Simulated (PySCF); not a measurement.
C6H11B: core ionisation energies

C6H11B.
Geometry (PBE0-D3(BJ)/def2-SVP, Å), atoms numbered from 1 in this order:
```
atom  x, y, z in Å
B1     2.1232    0.8634   -0.6650
C2     1.6063    0.0088    0.4929
C3     1.1485   -1.4222    0.1452
C4     0.1453   -0.4435    0.5991
C5    -0.9194    0.0722   -0.3117
C6    -2.3571   -0.2374   -0.0093
C7    -1.8385    1.1608    0.1574
H8     1.5848    0.8199   -1.7495
H9     3.0962    1.5721   -0.5352
H10    2.1140    0.0825    1.4598
H11    1.4788   -2.2124    0.8238
H12    1.1478   -1.7032   -0.9118
H13   -0.1875   -0.5506    1.6382
H14   -0.6419    0.0930   -1.3692
H15   -3.0285   -0.4480   -0.8457
H16   -2.5741   -0.8167    0.8931
H17   -1.6964    1.5372    1.1747
H18   -2.1521    1.9228   -0.5608
```

Theory: delta-SCF UKS SCAN, pcX-2 on the ionised atom, pcseg-1 elsewhere, spin-free X2C in PySCF 2.14.0. These are vertical core ionisation energies against the vacuum level, from separate self-consistent calculations with and without the core hole.

Problem. Give the core binding energies atom by atom.

Solution. 
| atom(s) | environment | level | binding energy (eV) | above the level's lowest (eV) | count |
| --- | --- | --- | --- | --- | --- |
| C2 | sp3 carbon bound to boron | C 1s | 290.02 | 0.00 | 1 |
| C3 | three-membered-ring carbon | C 1s | 290.68 | +0.66 | 1 |
| C4 | three-membered-ring carbon | C 1s | 290.81 | +0.79 | 1 |
| C5 | three-membered-ring carbon | C 1s | 290.59 | +0.57 | 1 |
| C6 | three-membered-ring carbon | C 1s | 290.48 | +0.46 | 1 |
| C7 | three-membered-ring carbon | C 1s | 290.46 | +0.44 | 1 |

The listed C 1s values span 0.79 eV, from C2 (bonded to 2 C, H and B) to C4 (bonded to 3 C and H). The values 290.46 and 290.48 eV lie too close for their order to be trusted.

Problem. What is the C 1s shift of C5 against C6?

Solution. 290.59 − 290.48 = +0.11 eV, or +11 kJ/mol.

Not every level is listed. No level of boron is listed. The structure is a single PBE0-D3(BJ)/def2-SVP conformer in the gas phase; no vibrational or solvent corrections.
